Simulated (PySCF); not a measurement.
C2H5O2, SMILES CC(O)=[OH+], charge +1.

Coordinates come from a B3LYP-D3(BJ)/def2-SVP optimisation. The isomer is the one that the SMILES or the coordinates give; other isomers of the formula were not compared. Other conformers were not sampled.

All values below come from TDA-CAM-B3LYP/def2-SVPD (PySCF 2.14.0).

Vertical excitations. Isolated molecule, no solvent.

```json
[
 {"state": "S1", "energy (eV)": "8.07", "λ (nm)": "154", "f": "0.001", "main pairs": "HOMO−1→LUMO 62 %, HOMO−3→LUMO 14 %, HOMO−2→LUMO 13 %"},
 {"state": "S2", "energy (eV)": "8.56", "λ (nm)": "145", "f": "0.010", "main pairs": "HOMO−3→LUMO 79 %"},
 {"state": "S3", "energy (eV)": "9.03", "λ (nm)": "137", "f": "0.240", "main pairs": "HOMO−2→LUMO 77 %"},
 {"state": "S4", "energy (eV)": "9.18", "λ (nm)": "135", "f": "0.022", "main pairs": "HOMO−4→LUMO 77 %, HOMO→LUMO 15 %"},
 {"state": "S5", "energy (eV)": "9.23", "λ (nm)": "134", "f": "0.204", "main pairs": "HOMO→LUMO 57 %, HOMO−1→LUMO 18 %, HOMO−4→LUMO 14 %"},
 {"state": "S6", "energy (eV)": "10.61", "λ (nm)": "117", "f": "0.001", "main pairs": "HOMO→LUMO+1 69 %, HOMO−2→LUMO+1 13 %, HOMO−1→LUMO+1 11 %"},
 {"state": "S7", "energy (eV)": "11.01", "λ (nm)": "113", "f": "0.024", "main pairs": "HOMO−1→LUMO+1 54 %, HOMO−2→LUMO+1 30 %"},
 {"state": "S8", "energy (eV)": "11.14", "λ (nm)": "111", "f": "0.002", "main pairs": "HOMO−2→LUMO+1 33 %, HOMO→LUMO+2 22 %, HOMO−1→LUMO+1 20 %, HOMO→LUMO+1 13 %"},
 {"state": "S9", "energy (eV)": "11.54", "λ (nm)": "107", "f": "0.022", "main pairs": "HOMO→LUMO+2 48 %, HOMO−2→LUMO+1 13 %, HOMO→LUMO+1 12 %, HOMO−6→LUMO 11 %"},
 {"state": "S10", "energy (eV)": "11.67", "λ (nm)": "106", "f": "0.045", "main pairs": "HOMO−6→LUMO 55 %, HOMO−3→LUMO+1 31 %"},
 {"state": "T1", "energy (eV)": "6.67", "λ (nm)": "186", "f": "0", "main pairs": "HOMO→LUMO 86 %"},
 {"state": "T2", "energy (eV)": "7.50", "λ (nm)": "165", "f": "0", "main pairs": "HOMO−3→LUMO 46 %, HOMO−2→LUMO 28 %, HOMO−1→LUMO 23 %"},
 {"state": "T3", "energy (eV)": "7.78", "λ (nm)": "159", "f": "0", "main pairs": "HOMO−2→LUMO 48 %, HOMO−1→LUMO 36 %, HOMO→LUMO 10 %"},
 {"state": "T4", "energy (eV)": "8.05", "λ (nm)": "154", "f": "0", "main pairs": "HOMO−3→LUMO 47 %, HOMO−1→LUMO 20 %, HOMO−4→LUMO 16 %, HOMO−2→LUMO 16 %"}
]
```
Triplets are in the Tamm–Dancoff approximation.
